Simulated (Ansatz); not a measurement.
```yaml
crystal:
  periodic: [true, true, true]
  atoms:
    - {symbol: S, position_ang: [-1.863904, 0.852158, -0.118421]}
    - {symbol: B, position_ang: [-0.132899, 1.019351, -0.390259]}
    - {symbol: Si, position_ang: [1.030825, -0.596043, -0.128647]}
    - {symbol: Se, position_ang: [-0.121295, -2.445155, 0.575393]}
    - {symbol: H, position_ang: [-2.253750, 2.115379, -0.376428]}
    - {symbol: H, position_ang: [0.320223, 2.073561, -0.718448]}
    - {symbol: H, position_ang: [2.146456, -0.280559, 0.806746]}
    - {symbol: H, position_ang: [1.627934, -1.024901, -1.423054]}
    - {symbol: H, position_ang: [-0.665191, -1.760190, 1.756016]}
basis:
  gaussian: {orbitals: def2-mTZVPP, point_charges: [{charge: 0.50, position_ang: [4.918, -0.491, -0.284]}]}
hamiltonian: {xc: {name: HF}}
correlation: {method: bccd_t}
accuracy: high
```

```sh
$ ansatz run in.yaml --threads 4 --pin off --events-out ev --progress --plain --max-ram 10444MiB
```

Q: How does Ansatz answer? (An estimate is asked.)

A: The calculation gave: The program refused the input.
```
Error: YAML parse error: error: line 2 column 3: crystal: missing field `lattice` (a structure is typed as `lattice` and `atoms`, a molecule's as `atoms` in Å alone, or read from a run's directory, `checkpoint`)
 --> <input>:2:3
1 | crystal:
2 |   periodic: [true, true, true]
3 |   atoms:
4 |     - {symbol: S, position_ang: [-1.863904, 0.852158, -0.118421]}
```
